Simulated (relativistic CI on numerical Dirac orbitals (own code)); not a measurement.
**Level scheme of Ce3+**

Computed by Dirac-Coulomb-Breit CI, separate exchange-only KLI orbitals for each configuration, model QED (radiative potential, 1s self-energy scaled to tabulated hydrogen-like ionisation energies), valence Slater integrals scaled by 0.85, P86 correlation energy added to each configuration (own radial code, finite nucleus).

Configuration list (outside the closed core [Kr] 4d10 5s2): 4f5p⁶, 5p⁶5d, 5p⁶6s, 4f5p⁵5d, 5p⁶6p, 5p⁶6d, 4f²5p⁵, 5p⁶7s, 5p⁶7p, 5p⁶5f, 4f5p⁵5f, 5p⁶6f, 5p⁶7d, 4f5p⁵5g. Double excitations out of closed p, d and f shells are left out; levels of such configurations are missing from the list, as are those of other unlisted configurations, and high levels can miss mixing partners.

The lowest level is 4f5p⁶ ²F°5/2, with 100 % of that term; Hund's rules for 4f5p⁶ give ²F° with J = 5/2, in agreement.

```
No.  Configuration  Term     J   E (eV)    %  Next component (%)  Landé g
  1          4f5p⁶   ²F°   5/2   0.0000  100                        0.856
  2          4f5p⁶   ²F°   7/2   0.2601  100                        1.142
  3          5p⁶5d    ²D   3/2   5.6172   99        1 4f5p⁵5d ²D    0.799
  4          5p⁶5d    ²D   5/2   5.8939   99        1 4f5p⁵5d ²D    1.200
  5          5p⁶6s    ²S   1/2  10.7695  100                        2.002
  6          5p⁶6p   ²P°   1/2  15.1433  100                        0.666
  7          5p⁶6p   ²P°   3/2  15.6650  100                        1.334
  8     4f²(3H)5p⁵   ⁴G°   5/2  17.2714   97               2 ²F°    0.580
  9     4f²(3H)5p⁵   ⁴G°   7/2  17.4718   92               4 ⁴H°    0.977
 10     4f²(3H)5p⁵   ⁴G°   9/2  17.7144   87               6 ⁴H°    1.159
 11     4f²(3H)5p⁵   ⁴G°  11/2  18.0138   87               7 ⁴H°    1.252
 12     4f²(3H)5p⁵   ⁴I°  15/2  18.1978   99                        1.200
 13     4f²(3H)5p⁵   ⁴I°  13/2  18.2260   82              14 ²I°    1.107
 14     4f²(3H)5p⁵   ⁴I°  11/2  18.3107   60              31 ²I°    0.964
 15     4f²(3F)5p⁵   ⁴D°   3/2  18.5148   70              26 ⁴F°    0.988
 16     4f²(3F)5p⁵   ⁴D°   5/2  18.5209   55              40 ⁴F°    1.216
 17     4f²(3F)5p⁵   ⁴D°   7/2  18.5803   41              36 ⁴F°    1.266
 18     4f²(3F)5p⁵   ⁴D°   1/2  18.5866   98               1 ²P°    0.013
 19     4f²(3H)5p⁵   ⁴I°   9/2  18.6913   43              21 ²H°    0.885
 20     4f²(1G)5p⁵   ²F°   5/2  18.7715   74               7 ²D°    0.898
 21     4f²(1G)5p⁵   ²F°   7/2  18.8147   37              29 ²G°    1.066
 22     4f²(3F)5p⁵   ⁴F°   9/2  18.8992   67              10 ²G°    1.217
 23     4f²(1G)5p⁵   ²H°  11/2  19.1111   66              14 ²I°    1.065
 24     4f²(1G)5p⁵   ²H°  11/2  19.1418   41              31 ²I°    1.053
 25     4f²(1G)5p⁵   ²G°   9/2  19.1832   59              20 ²H°    1.069
 26     4f²(3F)5p⁵   ⁴F°   3/2  19.2020   48              26 ²D°    0.712
 27     4f²(3H)5p⁵   ⁴H°   7/2  19.2994   36              22 ²G°    0.967
 28     4f²(3H)5p⁵   ⁴H°  13/2  19.3196   58              40 ²I°    1.167
 29     4f²(3F)5p⁵   ⁴D°   5/2  19.4801   23              23 ⁴F°    1.138
 30        4f5p⁵5d    ⁴G   5/2  19.5138   95                3 ²F    0.587
 31     4f²(3F)5p⁵   ²G°   7/2  19.6179   66              31 ⁴G°    0.925
 32     4f²(3F)5p⁵   ⁴G°   9/2  19.6250   51              29 ²G°    1.117
 33     4f²(3F)5p⁵   ⁴G°  11/2  19.7195   68              23 ²H°    1.213
 34        4f5p⁵5d    ⁴G   7/2  19.8120   92                3 ⁴F    0.985
 35     4f²(3P)5p⁵   ⁴D°   7/2  19.8426   24              23 ²F°    1.072
 36     4f²(1D)5p⁵   ²D°   5/2  19.9250   43              24 ²F°    1.049
 37     4f²(1I)5p⁵   ²H°   9/2  19.9966   46              27 ²G°    0.994
 38        4f5p⁵5d    ⁴G   9/2  20.1426   88                6 ⁴F    1.169
 39     4f²(3P)5p⁵   ⁴P°   5/2  20.1911   78              14 ²D°    1.512
 40     4f²(1D)5p⁵   ²P°   3/2  20.2674   33              33 ²D°    1.182
 41        4f5p⁵5d    ⁴F   3/2  20.3196   95                3 ²D    0.424
 42     4f²(1I)5p⁵   ²K°  15/2  20.3464  100                        1.066
 43        4f5p⁵5d    ⁴D   1/2  20.3490   95                3 ²P    0.061
 44        4f5p⁵5d    ⁴D   3/2  20.3675   83               11 ⁴F    1.126
 45        4f5p⁵5d    ⁴F   5/2  20.3868   61               17 ⁴D    1.057
 46        4f5p⁵5d    ⁴D   5/2  20.4283   58               19 ⁴F    1.215
 47        4f5p⁵5d    ⁴D   7/2  20.4732   54               22 ²F    1.297
 48        4f5p⁵5d    ⁴G  11/2  20.4866   93                4 ²H    1.262
 49     4f²(1I)5p⁵   ²H°   9/2  20.5070   49              19 ⁴I°    0.915
 50        4f5p⁵5d    ²F   5/2  20.5805   52               33 ⁴F    0.930
 51        4f5p⁵5d    ⁴F   7/2  20.5833   62               19 ²F    1.188
 52     4f²(3P)5p⁵   ⁴P°   3/2  20.5866   61              21 ²D°    1.450
 53     4f²(3F)5p⁵   ²F°   5/2  20.6194   33              28 ²D°    0.937
 54        4f5p⁵5d    ⁴I  15/2  20.6879  100                        1.200
 55     4f²(3P)5p⁵   ⁴P°   1/2  20.7391   50              40 ²P°    1.717
 56     4f²(1D)5p⁵   ²F°   7/2  20.7416   64              23 ²G°    1.050
 57        4f5p⁵5d    ⁴I  13/2  20.7576   86               12 ²I    1.106
 58        4f5p⁵5d    ⁴F   7/2  20.7953   39               27 ²F    1.182
 59        4f5p⁵5d    ²H  11/2  20.8058   75               13 ⁴I    1.066
 60        4f5p⁵5d    ⁴F   9/2  20.8160   84                9 ⁴G    1.300
 61        4f5p⁵5d    ⁴I  11/2  20.9611   57               22 ²H    0.992
 62        4f5p⁵5d    ⁴P   3/2  20.9617   44               25 ⁴S    1.534
 63     4f²(3F)5p⁵   ²F°   7/2  21.0778   34              31 ⁴D°    1.171
 64        4f5p⁵5d    ²D   5/2  21.1117   28               27 ⁴D    1.278
 65     4f²(1D)5p⁵   ²P°   1/2  21.1287   60              33 ⁴P°    1.412
 66        4f5p⁵5d    ⁴P   1/2  21.1922   86                8 ⁴D    2.391
 67        4f5p⁵5d    ²G   9/2  21.1959   31               31 ⁴F    1.136
 68     4f²(1I)5p⁵   ²H°  11/2  21.2010   57              22 ²I°    1.052
 69        4f5p⁵5d    ²D   3/2  21.2510   39               17 ⁴F    1.040
 70        4f5p⁵5d    ⁴F   9/2  21.2818   40               29 ²G    1.182
```

Energies count from the lowest computed level; ° marks odd parity. Percentages are summed over parent terms; the parents shown are those of the largest component, closed shells are left out there.

The mean weight of the leading LS term, summed over parents, in these 70 levels is 67 %, and that of the leading jj configuration (from the same eigenvectors) 64 %.

For a near-neutral ion this model can misplace configurations by up to about 10,000 cm⁻¹ (more where the count of f electrons changes) and terms by 10 to 25 % of their spread. Rates follow the energies as ν³ (E1, M1) or ν⁵ (E2), so they and the lifetimes can be off by large factors. The fine structure of a lone outer electron comes out too small, for d and f at times inverted, and misplaced configurations move strength between like terms. 10 of the 12 excited levels that our extract of the measured tables holds in this range could be paired (the sources list more); they are missed by 2036 cm⁻¹ on average and 4689 at most, and levels without a partner can miss by more.

LS names give the leading component of a level, which can be under half, so a name can repeat, a term be missing and a line seem to break the LS rules.
